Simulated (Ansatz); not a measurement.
N-butylpyridinium (C9H14N⁺). Charge 1, multiplicity 3. Geometry PBE-D4/def2-SVP, that of the charge +1 singlet; atoms count from 1.

```xyz
24

C     2.997    0.371    2.339
C     1.623    0.948    1.994
C     0.950    0.210    0.830
C    -0.422    0.802    0.496
N    -1.081    0.087   -0.630
C    -0.844    0.487   -1.908
C    -1.393   -0.206   -2.985
C    -2.196   -1.331   -2.740
C    -2.427   -1.730   -1.414
C    -1.854   -1.001   -0.374
H     2.926   -0.695    2.637
H     3.457    0.923    3.182
H     3.693    0.436    1.478
H     0.960    0.907    2.886
H     1.720    2.026    1.736
H     0.833   -0.868    1.081
H     1.598    0.253   -0.073
H    -1.108    0.746    1.364
H    -0.342    1.867    0.205
H    -0.209    1.375   -2.033
H    -1.189    0.144   -4.006
H    -2.642   -1.891   -3.576
H    -3.052   -2.602   -1.175
H    -1.997   -1.260    0.685
```

At PBE0-D4/def2-TZVP a singlet of charge 1 lies 4.00 eV below the triplet at the same geometry.

Question: Estimate the Mulliken populations from the PBE0/def2-TZVP orbitals of Ansatz.

Answer: 
```json
{"atom": "C1", "charge (e)": "-0.37", "spin (α − β)": "0.00"}
{"atom": "C2", "charge (e)": "-0.20", "spin (α − β)": "0.00"}
{"atom": "C3", "charge (e)": "-0.24", "spin (α − β)": "0.03"}
{"atom": "C4", "charge (e)": "-0.23", "spin (α − β)": "-0.02"}
{"atom": "N5", "charge (e)": "0.10", "spin (α − β)": "0.27"}
{"atom": "C6", "charge (e)": "-0.04", "spin (α − β)": "0.28"}
{"atom": "C7", "charge (e)": "0.02", "spin (α − β)": "0.47"}
{"atom": "C8", "charge (e)": "-0.21", "spin (α − β)": "0.45"}
{"atom": "C9", "charge (e)": "-0.06", "spin (α − β)": "-0.11"}
{"atom": "C10", "charge (e)": "-0.05", "spin (α − β)": "0.72"}
{"atom": "H11", "charge (e)": "0.13", "spin (α − β)": "0.00"}
{"atom": "H12", "charge (e)": "0.16", "spin (α − β)": "0.00"}
{"atom": "H13", "charge (e)": "0.13", "spin (α − β)": "0.00"}
{"atom": "H14", "charge (e)": "0.12", "spin (α − β)": "0.00"}
{"atom": "H15", "charge (e)": "0.12", "spin (α − β)": "0.00"}
{"atom": "H16", "charge (e)": "0.13", "spin (α − β)": "0.00"}
{"atom": "H17", "charge (e)": "0.13", "spin (α − β)": "0.00"}
{"atom": "H18", "charge (e)": "0.17", "spin (α − β)": "0.01"}
{"atom": "H19", "charge (e)": "0.17", "spin (α − β)": "0.01"}
{"atom": "H20", "charge (e)": "0.21", "spin (α − β)": "-0.01"}
{"atom": "H21", "charge (e)": "0.21", "spin (α − β)": "-0.02"}
{"atom": "H22", "charge (e)": "0.19", "spin (α − β)": "-0.03"}
{"atom": "H23", "charge (e)": "0.20", "spin (α − β)": "0.00"}
{"atom": "H24", "charge (e)": "0.21", "spin (α − β)": "-0.04"}
```
Mulliken values depend strongly on the basis.

Question: Where does the spin sit?

Answer: Summed by element: C 1.81, N 0.27, H -0.08, of 2 unpaired in all. Largest on single atoms: C10 0.72, C7 0.47, C8 0.45.

Question: And the Mayer bond orders between heavy atoms (over 0.3)?

Answer: C1–C2 1.02 (1.53 Å); C2–C3 1.00 (1.53 Å); C3–C4 0.97 (1.53 Å); C4–N5 0.86 (1.49 Å); N5–C6 1.32 (1.36 Å); N5–C10 0.99 (1.36 Å); C6–C7 1.40 (1.39 Å); C7–C8 1.15 (1.40 Å); C8–C9 1.50 (1.40 Å); C9–C10 1.36 (1.39 Å).
